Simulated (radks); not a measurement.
Values are calculated unless marked as measured or tabulated.
Initial-state core-level shifts of the lanthanum ion La2+ when its valence configuration changes from [Xe] 5d1. Code: a radial shooting solver on a logarithmic mesh with Libxc functionals. Model: Dirac Kohn-Sham, BLYP, spin-unpolarised, spherical densities, finite nucleus; open shells are shared between the two j in proportion to 2j + 1; Fermi nuclear charge, rms radius 4.855 fm. Shifts are changes of the shell-averaged eigenvalues in eV (positive: less bound); the change of the density at the nucleus, which sets a Mossbauer isomer shift, is in e/bohr^3, on a base of 3.518e+05.

| valence | 1s | 2p | 3s | 3d | density at nucleus |
|---|---|---|---|---|---|
| 6s1 | -2.513 | -2.643 | -2.611 | -2.623 | +30.78 |
| 6p1 | -3.530 | -3.658 | -3.633 | -3.645 | +4.47 |
| 4f1 | +6.361 | +6.870 | +8.060 | +7.931 | -19.28 |
| 5d0.5 6s0.5 | -1.231 | -1.293 | -1.279 | -1.285 | +14.82 |
| 4f0.5 6s0.5 | +2.222 | +2.440 | +3.102 | +3.027 | +3.76 |
| 5d0.5 6p0.5 | -1.742 | -1.803 | -1.792 | -1.798 | +2.09 |
